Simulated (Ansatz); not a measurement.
`[SiH3]C(Cl)I` + `O[SiH]` → `[SiH]O[SiH3]` + `ClCI` at 500 K and 1 bar (ligand exchange at the Si–C bond).

Gas-phase electronic energies from Ansatz, PBE0-D4/def2-TZVP geometries. CBS: MP2 limit from def2 TZ/QZ plus the TZ coupled-cluster correction, frozen cores. This one scheme is used for every species. Elements past krypton have def2 core potentials. For I outer-core shells are correlated without core-valence functions, which leaves a few kJ/mol of doubt a bond.

```json
{"species": "`[SiH3]C(Cl)I`", "CCSD(T)/CBS energy (Eh)": "-1086.74423", "H − E (kJ/mol)": "153.4", "S (J/(mol·K))": "401.6"}
{"species": "`O[SiH]`", "CCSD(T)/CBS energy (Eh)": "-365.43832", "H − E (kJ/mol)": "75.8", "S (J/(mol·K))": "267.5"}
{"species": "`[SiH]O[SiH3]`", "CCSD(T)/CBS energy (Eh)": "-655.75389", "H − E (kJ/mol)": "130.2", "S (J/(mol·K))": "352.5"}
{"species": "`ClCI`", "CCSD(T)/CBS energy (Eh)": "-796.46468", "H − E (kJ/mol)": "99.4", "S (J/(mol·K))": "327.2"}
```

H − E and S are ideal-gas, rigid-rotor, harmonic terms from PBE0-D4/def2-TZVP, for one conformer and one mirror image of each species. 1 Eh = 2625.50 kJ/mol, R = 8.31446 J/(mol·K).

Q: By hand: ΔE, ΔH, ΔS and ΔG.

A: ΔE = (-655.75389) + (-796.46468) − (-1086.74423) − (-365.43832) = -0.03602 Eh = -94.6 kJ/mol. Δ(H − E) = 130.2 + 99.4 − 153.4 − 75.8 = 0.4, so ΔH = -94.2 kJ/mol. ΔS = 352.5 + 327.2 − 401.6 − 267.5 = 10.6 J/(mol·K). ΔG = -94.2 − 500 × (10.6)/1000 = -99.5 kJ/mol.

Q: By hand: the equilibrium constant, and the temperature at which ΔG would vanish if ΔH and ΔS stayed fixed.

A: log₁₀ K = −ΔG/(RT ln 10) = 10.4. ΔH and −TΔS have one sign here, so there is no such temperature.

The number of gas molecules stays the same, so ΔS is small and ΔH decides. A doubt of 5 kJ/mol in ΔE shifts log₁₀ K by 0.5 here. Other conformers and mirror images would add mixing entropy, several J/(mol·K) or more a flexible species. These are equilibria of isolated gas molecules and say nothing of rates. Largest T1 diagnostic: 0.016 (customary marks: 0.02 for closed shells, 0.045 for open ones).

ΔS is within the doubt of such terms, so its sign, and with it that verdict, could turn.
